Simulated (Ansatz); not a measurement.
C₄H₈O₂S, charge +1, doublet, at a GFN2-xTB geometry (a state made from the parent by changing its charge; the spin is typed, not shown lowest); CAM-B3LYP/6-31G* run with Ansatz (a first-principles code).

The Ansatz input:
Ansatz 0.2 input:
```yaml
crystal:
  periodic: [false, false, false]
  atoms:
    - {symbol: O, position_ang: [1.58426261, 0.87244591, -0.69385620]}
    - {symbol: S, position_ang: [0.62846265, 0.41611043, 0.25219912]}
    - {symbol: O, position_ang: [0.77092695, 0.68694499, 1.63898277]}
    - {symbol: C, position_ang: [-1.10509964, 0.92985171, -0.31407686]}
    - {symbol: C, position_ang: [-1.57533113, -0.32285741, -0.99232587]}
    - {symbol: C, position_ang: [-1.15979275, -1.48809120, -0.10526657]}
    - {symbol: C, position_ang: [0.33548013, -1.43942329, 0.00523214]}
    - {symbol: H, position_ang: [-1.60648182, 1.16065827, 0.62430257]}
    - {symbol: H, position_ang: [-1.01402086, 1.80610178, -0.95092812]}
    - {symbol: H, position_ang: [-2.66486713, -0.26981489, -1.11531638]}
    - {symbol: H, position_ang: [-1.13880551, -0.41867607, -1.98892930]}
    - {symbol: H, position_ang: [-1.45046683, -2.45498247, -0.53614791]}
    - {symbol: H, position_ang: [-1.62989171, -1.41450173, 0.87786405]}
    - {symbol: H, position_ang: [0.76419537, -1.97151335, 0.85067432]}
    - {symbol: H, position_ang: [0.87187997, -1.64704436, -0.91909486]}
basis:
  gaussian:
    orbitals: 6-31G*
    nuclear_model: gaussian
hamiltonian:
  xc: cam_b3lyp
total_charge: 1
magnetization: {spin_polarized: true, initial_magnetization: 1}
```

### Question
Predict the main parts of the log of this Ansatz run.

### Answer

```
Functional definition: CAM-B3LYP
1252 factors; integrals over basis functions are off by at most 7.6e-4 eV
406 factors; integrals over basis functions are off by at most 4.8e-6 eV
mean field evaluation 1: about -19179.7141 eV, gradient 5.7e1 eV
mean field evaluation 2: about -19174.4299 eV, gradient 7.1e1 eV
mean field evaluation 4: about -19191.7535 eV, gradient 2.3e0 eV
mean field evaluation 8: about -19192.2027 eV, gradient 2.9e-1 eV
mean field evaluation 16: about -19192.2040 eV, gradient 4.2e-3 eV
mean field evaluation 32: about -19190.9704 eV, gradient 1.0e1 eV
mean field -19192.20403043 eV, -705.3004891753 hartree, gradient 5.4e-5 eV, S^2 0.758671; 4 other end points of the search recorded, 0 dependent functions left out
reference -19192.20412995 eV, -705.3004928325 hartree; 32, 31 occupied and 93, 94 virtual orbitals, 1252 factors
Total energy: -19192.20412995 eV, -705.3004928325 hartree
```
